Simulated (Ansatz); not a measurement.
Si3W. Charge 0, multiplicity 1. Geometry PBE0-D4/def2-SVPD, that of the charge -1 doublet.

```xyz
4

W    -1.0691   -0.1707   -0.5569
Si    0.9036   -1.2804   -0.7874
Si    0.4297    1.5317   -0.2409
Si   -0.2642   -0.0805    1.5852
```

In the def2 sets W takes a core potential; there is no spin–orbit coupling. Another isomer (doublet) lies 0.05 eV lower at r2SCAN-D4/def2-TZVPD.

(1) Estimate the orbital energies around the gap (eV) in Ansatz with PBE-D4/def2-TZVPD, r2SCAN-D4/def2-TZVPD, PBE0-D4/def2-TZVPD.

Answers

(1) 
```tsv
orbital	PBE-D4/def2-TZVPD	r2SCAN-D4/def2-TZVPD	PBE0-D4/def2-TZVPD
HOMO−5	-6.75	-6.94	-7.51
HOMO−4	-6.05	-6.18	-6.79
HOMO−3	-5.97	-6.10	-6.77
HOMO−2	-5.76	-5.91	-6.53
HOMO−1	-5.21	-5.41	-6.14
HOMO	-4.99	-5.19	-5.93
LUMO	-3.24	-3.19	-2.61
LUMO+1	-2.94	-2.84	-2.28
LUMO+2	-2.91	-2.82	-2.25
LUMO+3	-2.62	-2.47	-1.78
LUMO+4	-2.08	-1.93	-1.36
LUMO+5	-2.05	-1.85	-1.26
```
